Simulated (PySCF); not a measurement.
# Telling isomers of C₃H₁₁NO₂Si₂ apart by NMR

[PySCF: GFN2-xTB geometry; PBE0/pcSseg-1 with gauge-including orbitals; a single conformation; non-relativistic Hamiltonian; in vacuum; rapidly exchanging positions averaged]

δ = σ(ref) − σ, references computed at the same level: TMS for ¹H (31.72 ppm) and ¹³C (186.93 ppm). Where no couplings were computed, multiplicities follow the n + 1 count of equivalent neighbours, and m marks all less simple cases (inequivalent or close neighbours, rings, F or P nearby). Acid and N–H amide carbonyl carbons lie up to 10 ppm further downfield in solution (hydrogen bonding). Shifts are as computed. Against solution values, carbons near 30 ppm lie about +3 ppm off and those near 130 ppm about +5 ppm. Of 1211 compounds with measured shifts, 218 miss one by over three times the rms of a fit or turn the order of signals round; such compounds aren't used in these exercises. OH and NH positions are gas-phase values without hydrogen bonding to other molecules.

(1) Tabulate the signals of `CO[SiH2]O/C=C/[SiH2]N`, `COCC(=O)N[SiH2][SiH3]` and their relative energies.

(2) What is the quickest way to tell CO[SiH2]O/C=C/[SiH2]N from COCC(=O)N[SiH2][SiH3]?

## Answers

(1) 
| SMILES | carbon types | δC | δH | E rel. (kcal/mol) |
| --- | --- | --- | --- | --- |
| CO[SiH2]O/C=C/[SiH2]N | 2×CH 1×CH3 | 159.8, 106.2, 50.7 | 6.32 (d, 1H), 4.98 (d, 2H), 4.87 (s, 2H), 4.67 (m, 1H), 3.85 (s, 3H), 0.08 (br s, 2H) | 0.0 |
| COCC(=O)N[SiH2][SiH3] | 1×C 1×CH2 1×CH3 | 179.9, 76.8, 60.3 | 5.73 (br s, 1H), 4.71 (q, 2H), 4.00 (t, 3H), 3.86 (s, 2H), 3.40 (s, 3H) | 26.6 |

Energies are electronic energies at PBE0/pcSseg-1 on these geometries, without zero-point or thermal terms, each for the one conformer computed, which needn't be the lowest.

(2) Both give the same number of carbon signals, but DEPT or the intensities differ. The first has an alkene carbon bearing oxygen (CH) at 159.8 ppm, the second an amide carbonyl carbon (C) at 179.9 ppm. In the proton spectra the most deshielded non-exchanging signals are 6.32 (d, 1H) and 4.71 (q, 2H).
